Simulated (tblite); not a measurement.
C₅H₇FS.
InChI=1S/C5H7FS/c1-5(6)3-2-4(5)7/h2-3H2,1H3/t5-/m1/s1

Level: GFN2-xTB in tblite, geometry and Hessian alike; calculated harmonic values, unscaled, isolated species. Against measured fundamentals such values can be off by several per cent, at times by over 20.

Harmonic wavenumbers (cm⁻¹): 59.2, 156.4, 181.4, 207.3, 318.3, 368.5, 432.7, 483.6, 577.1, 689.2, 762.7, 904.9, 916.4, 955.9, 1003.9, 1020.2, 1041.2, 1142.7, 1146.5, 1173.4, 1181.2, 1209.8, 1257.0, 1346.9, 1387.7, 1420.0, 1455.8, 1466.8, 1474.0, 2978.8, 2999.7, 3030.8, 3038.2, 3040.3, 3043.6, 3053.9.

A = 3066, B = 1830, C = 1509 MHz; mass 118.025 u (most abundant isotopes); point group C1, symmetry number 1.

Question: Zero-point energy?

Answer: ½Σν̃ = 23463 cm⁻¹ = 280.68 kJ/mol.

Question: What is S at 273.15 K and 1 bar for an ideal gas of classical rigid rotors and harmonic oscillators?

Answer: Translation 166.54, rotation 116.19, vibration 65.95: S = 348.7 J/(mol K).

Question: And Cp and H(273.15 K) − H(0)?

Answer: Cp = 110.80 J/(mol K), of which vibrations give 77.54 (their classical limit is 36 R = 299.3); H(273.15 K) − H(0) = 19.18 kJ/mol without the zero-point energy, 10.09 from vibrations.

Question: Blend soft modes into free rotors: weight 1/[1 + (100 cm⁻¹/ν̃)⁴] for the oscillator and the rest for a rotor with moment μB/(μ + B), μ = h/(8π²ν), B = 10⁻⁴⁴ kg m². What vibrational entropy results?

Answer: 62.16 J/(mol K) in place of 65.95, which changes −T·S at 273.15 K by +1.03 kJ/mol.

Question: Which modes carry the vibrational entropy at 273.15 K?

Answer: 59.2 cm⁻¹: 18.04; 156.4 cm⁻¹: 10.16; 181.4 cm⁻¹: 9.00; 207.3 cm⁻¹: 7.98; 318.3 cm⁻¹: 4.93; 368.5 cm⁻¹: 3.99 J/(mol K); the other 30 give 11.84 together.

Question: How do the functions run with temperature in this model?

Answer: 
```tsv
T (K)	S (J/(mol K))	Cp (J/(mol K))	H − H(0) (kJ/mol)	G − H(0) (kJ/mol)	ln q(vib)
150	294.5	74.4	7.82	-36.35	1.54
250	339.2	103.6	16.70	-68.10	3.11
298.15	358.7	118.7	22.05	-84.90	3.90
400	398.0	150.0	35.75	-123.46	5.59
600	468.7	198.4	70.91	-210.28	9.00
900	558.4	243.2	137.75	-364.79	13.98
```

q(vib) and H(0) count from the zero-point level.

Question: What must be added to the electronic energy to get the Gibbs energy at 273.15 K and 1 bar?

Answer: ZPE + [H(273.15 K) − H(0)] − T·S = 280.68 + 19.18 − 95.24 = 204.62 kJ/mol.

Hindered rotation and anharmonicity are outside this model. The structure is chiral; the term R ln 2 for an equal mix with its mirror image is left out.
